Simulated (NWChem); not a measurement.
C₄H₆Si; SMILES C#C/C=C/[SiH3]

Program: NWChem. Structure relaxed at the B3LYP/6-31G* (spherical d) level. Level: PBE0/def2-SVP with SMD (1 M gas to 1 M solution), gas-phase geometry. Reactions with the solvent are ignored.

For solvent water:

* **solvation free energy (kcal/mol)**: 1.5
* **cavity-dispersion-structure term (kcal/mol)**: 5.3

Task: Estimate the same quantities for solvent N,N-dimethylformamide.

Result: The solvation free energy (kcal/mol) is -1.9 and the cavity-dispersion-structure term (kcal/mol) comes out as 1.8.
